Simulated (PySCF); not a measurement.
Vertical excitations of a molecule C₄H₁₁NSi from PySCF with TDA-PBE/def2-SVPD, as energy in eV (oscillator strength): 3.97 (0.000), 5.22 (0.012), 5.68 (0.075), 6.03 (0.027), 6.12 (0.002), 6.15 (0.006). Lowest triplet (TDA): 3.46 eV. The structure is a stationary point at B3LYP-D3(BJ)/def2-SVP. A frequency run showed that this geometry is not a minimum. The values are those of a single conformer.

Question: Which molecule gave these data?
(A) CC[SiH2]/C=N/C
(B) C=C[SiH2][C@H](C)N
(C) N[SiH2]CC1CC1
(D) C[SiH2]N=C(C)C

Answer: D, C[SiH2]N=C(C)C
